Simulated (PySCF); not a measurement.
In⁺ (indium, charge +1): UHF calculation

Configuration: [Kr] 4d10 5s1 5p1, high-spin 3P determinant (an excited configuration). Calculation: PySCF 2.14, in aug-cc-pVTZ-PP with ECP28MDF (6s5p4d2f, 55 functions); scalar relativity through the core potential.

```json
{
  "Total energy": "-188.868416 hartree",
  "One-electron energy": "-328.1046 hartree",
  "Hartree (Coulomb) energy": "154.9344 hartree",
  "Exchange energy": "-15.6982 hartree",
  "⟨S²⟩": "2.0023",
  "⟨L²⟩": "2.023",
  "Sum of ⟨r⟩": "24.75 bohr",
  "Sum of ⟨r²⟩": "42.00 bohr²",
  "Traceless quadrupole moment −½Σ⟨3z² − r²⟩ along its main axis": "-4.89 e·bohr²"
}
```

| shell | electrons | mean orbital energy (hartree) | spread (hartree) | rms radius, mean of both spins (bohr) |
| --- | --- | --- | --- | --- |
| 4s α | 1 | -5.70074 | 0 | 0.912 |
| 4s β | 1 | -5.68746 | 0 | 0.912 |
| 4p α | 3 | -3.95291 | 0.00653 | 0.994 |
| 4p β | 3 | -3.94710 | 0.01701 | 0.994 |
| 4d α | 5 | -1.33767 | 0.01374 | 1.26 |
| 4d β | 5 | -1.32657 | 0.02125 | 1.26 |
| 5s α | 1 | -0.74058 | 0 | 2.71 |
| 5p α | 1 | -0.48218 | 0 | 3.33 |

Energies and moments cover only the electrons outside the core potential.
